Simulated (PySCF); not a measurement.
**Magnetic susceptibility: `O[SiH2]O/C=C\Cl`, C2H5ClO2Si**

Molfile (atoms numbered from 1):
```
C2H5ClO2Si
     RDKit          3D

 11 10  0  0  0  0  0  0  0  0999 V2000
   -2.1265   -0.7680    0.5590 O   0  0  0  0  0  0  0  0  0  0  0  0
   -1.5918    0.3952   -0.4303 Si  0  0  0  0  0  4  0  0  0  0  0  0
   -0.0930    0.9218   -0.0466 O   0  0  0  0  0  0  0  0  0  0  0  0
    0.4013    1.8797    0.7410 C   0  0  0  0  0  0  0  0  0  0  0  0
    1.6894    1.9999    1.0412 C   0  0  0  0  0  0  0  0  0  0  0  0
    2.8836    0.9083    0.4581 Cl  0  0  0  0  0  0  0  0  0  0  0  0
   -2.2837   -0.6656    1.4941 H   0  0  0  0  0  0  0  0  0  0  0  0
   -2.5105    1.5341   -0.4109 H   0  0  0  0  0  0  0  0  0  0  0  0
   -1.3586   -0.2875   -1.6806 H   0  0  0  0  0  0  0  0  0  0  0  0
   -0.3028    2.6026    1.1418 H   0  0  0  0  0  0  0  0  0  0  0  0
    2.0635    2.7879    1.6705 H   0  0  0  0  0  0  0  0  0  0  0  0
  1  2  1  0
  2  3  1  0
  3  4  1  0
  4  5  2  0
  5  6  1  0
  1  7  1  0
  2  8  1  0
  2  9  1  0
  4 10  1  0
  5 11  1  0
M  END
```

Level of theory: PySCF, GIAO PBE/pcSseg-1 magnetisability, rotational g tensor and spin-rotation constants, non-relativistic, gas phase. Geometry: GFN2-xTB, dihedral held. The dihedral O1–Si2–O3–C4 is held at 270°.

Task: What are the magnetisability and the molar susceptibility?

Result: Isotropic -1062 × 10⁻³⁰ J/T², or -64.0 × 10⁻⁶ cm³/mol; principal values -1129, -1052, -1006 × 10⁻³⁰ J/T², anisotropy 108 × 10⁻³⁰ J/T² (root of half the summed squared differences of the principal values). The susceptibility is in cgs units.

Task: Split it along the inertial axes a, b, c into diamagnetic and paramagnetic parts about the centre of mass, with the quadrupole moment.

Result: 
```tsv
axis	χ (10⁻⁶ cm³/mol)	diamagnetic (10⁻⁶ cm³/mol)	paramagnetic (10⁻⁶ cm³/mol)	summed x² of all electrons (Å²)	quadrupole Θ (D Å)
a	-61.5	-288.8	227.4	278.3	-3.26
b	-63.9	-1291.6	1227.7	41.9	-0.26
c	-66.5	-1358.4	1291.8	26.2	+3.52
```
Anisotropies 2χaa − χbb − χcc = +7.5 and 2χbb − χaa − χcc = +0.2 × 10⁻⁶ cm³/mol. Θ is traceless in Buckingham's convention.

Task: And the rotational g tensor?

Result: 
```
axis  rotational constant (GHz)        g  nuclear part  electronic part
   a                     6.2630  -0.0671        0.6018          -0.6690
   b                     0.9304  -0.0097        0.5269          -0.5366
   c                     0.8850  -0.0091        0.5281          -0.5371
```
Asymmetric top; isotopes 12C, 35Cl, 1H, 16O, 28Si; no vibrational averaging.
